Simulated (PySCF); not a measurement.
Species: C₇H₇FSi (triplet state).
Structure used (GFN2-xTB), in Å, numbered top down from 1:
```
atom  x, y, z in Å
F1    -3.9291   -0.3959    0.2693
C2    -2.5904   -0.2639    0.1773
C3    -1.7847   -1.3762    0.3953
C4    -0.4241   -1.2483    0.3009
C5     0.1835    0.0077   -0.0158
C6     1.5280    0.1334   -0.1090
Si7    3.3213    0.3543   -0.2277
C8    -0.6920    1.1192   -0.2295
C9    -2.0516    0.9802   -0.1330
H10   -2.2425   -2.3239    0.6343
H11    0.2194   -2.0983    0.4646
H12    3.6588    1.7199   -0.6579
H13    3.9083    0.1054    1.0938
H14    3.8530   -0.5981   -1.2101
H15   -0.2531    2.0751   -0.4691
H16   -2.7125    1.8182   -0.2949
```

The hyperfine couplings belong to this conformer and change with its torsions.

Identity: `FC1=CC=C([C][SiH3])C=C1` [triplet].

Computed, not measured: UKS B3LYP, pcH-1 on C F H Si, non-relativistic, mean-field spin-orbit, GIAO (PySCF). Isolated species at its GFN2-xTB geometry, gas phase. This triplet need not be the ground state; the singlet was not compared here. Couplings are sensitive to structure, and on GFN2-xTB geometries they can be far from those on DFT ones. Stability of the SCF solution: not tested.

Principal values of hyperfine tensors in MHz (contact, dipolar and spin–orbit terms together), for some of the nuclei:

```json
{"atom": "C6", "isotope": "13C", "A1": "0.20", "A2": "82.13", "A3": "117.02"}
{"atom": "H12", "isotope": "1H", "A1": "47.45", "A2": "48.51", "A3": "55.04"}
{"atom": "C4", "isotope": "13C", "A1": "37.20", "A2": "43.49", "A3": "66.00"}
{"atom": "C8", "isotope": "13C", "A1": "36.83", "A2": "43.24", "A3": "65.68"}
{"atom": "Si7", "isotope": "29Si", "A1": "37.28", "A2": "37.95", "A3": "40.87"}
{"atom": "C5", "isotope": "13C", "A1": "-49.55", "A2": "-31.78", "A3": "-27.69"}
{"atom": "H13", "isotope": "1H", "A1": "32.74", "A2": "33.42", "A3": "40.69"}
{"atom": "F1", "isotope": "19F", "A1": "-18.76", "A2": "-12.57", "A3": "97.25"}
```

(1) Split each tensor into its isotropic and traceless parts, and turn a_iso into mT with g = 2.0025.

(2) What spin density at the nucleus of H12 lies behind its contact coupling (g_N = 5.58569)?

(3) H14 (1H, g_N = 5.58569) isn't in the table. Its spin density at the nucleus is 0.0167 bohr⁻³. What is its contact coupling?

(4) Which nucleus of the table has the largest anisotropic coupling, and what is its form?

## Answers

(1) a_iso = (A1 + A2 + A3)/3, Ti = Ai − a_iso; 1 mT corresponds to 28.028 MHz. The tensors hold a spin–orbit part: the run splits a_iso into a_FC + a_SO, and T includes its anisotropic share.

```tsv
atom	a_iso (MHz)	a_FC	a_SO	a_iso (mT)	T1	T2	T3
C6	66.45	66.56	-0.11	2.371	-66.25	15.68	50.57
H12	50.33	50.33	0.00	1.796	-2.88	-1.82	4.70
C4	48.90	48.92	-0.02	1.745	-11.70	-5.41	17.10
C8	48.58	48.60	-0.02	1.733	-11.75	-5.35	17.10
Si7	38.70	38.77	-0.07	1.381	-1.42	-0.75	2.17
C5	-36.34	-36.35	0.01	-1.297	-13.21	4.56	8.65
H13	35.62	35.62	0.00	1.271	-2.88	-2.20	5.08
F1	21.97	21.90	0.07	0.784	-40.73	-34.54	75.27
```

(2) a_FC = (2μ0/3) gₑ μB g_N μN ρ(0)/(2S·h) = 800.24 MHz × g_N × ρ(0)/(2S), with ρ in bohr⁻³. With a_FC = 50.33 MHz and 2S = 2, ρ(0) = 0.02252 bohr⁻³. In magnitude that is 7.1 % of the 1/π = 0.318 of a free hydrogen atom.

(3) By the same relation, a_FC = 37.3 MHz. Its full tensor has the principal values 34.45, 35.18, 42.36 MHz.

(4) F1: -40.7, -34.5, 75.3 MHz (the dipolar term alone has -41.1, -34.3, 75.4), rhombic: the two smaller values differ by 8 % of the largest.

On an Arm Neoverse V1 with one thread, no GPU (shared host), this took 3.1 min wall.
